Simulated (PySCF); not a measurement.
## MNF across group 16

Level: PBE, basis family def2-TZVP, scalar-relativistic core potentials from Rb on and no relativity for lighter atoms.

Each entry is the lowest minimum that a search over a few typed start shapes (and spin states, where more than one is plausible) found, or that minimum re-optimised at the stated level; isomers with ligand–ligand bonds, or fragments after loss of a ligand pair, can lie lower. Open shells are unrestricted; no spin–orbit coupling; PySCF with density fitting.

| molecule | 2S+1 | point group | mean bond to the central atom (Å) | gap (eV) | lowest ω (cm⁻¹) | dipole (D) | distinct angles (°) |
| --- | --- | --- | --- | --- | --- | --- | --- |
| FSN | ? | ? | ? | ? | ? | ? | ? |
| FSeN | 1 | Cs | 1.732 | 2.55 | 261 | 2.54 | 113 |
| FTeN | 1 | Cs | 1.901 | 1.99 | 214 | 3.45 | 110 |

**Question.** Fill in the row of FSN.

**Answer.** 2S+1: 1; point group: Cs; mean bond to the central atom (Å): 1.574; gap (eV): 3.18; lowest ω (cm⁻¹): 351; dipole (D): 1.84; distinct angles (°): 117.

Left out of the table are members whose search was unfinished or whose lowest solution was spin-contaminated, unstable, very soft or bonded differently.
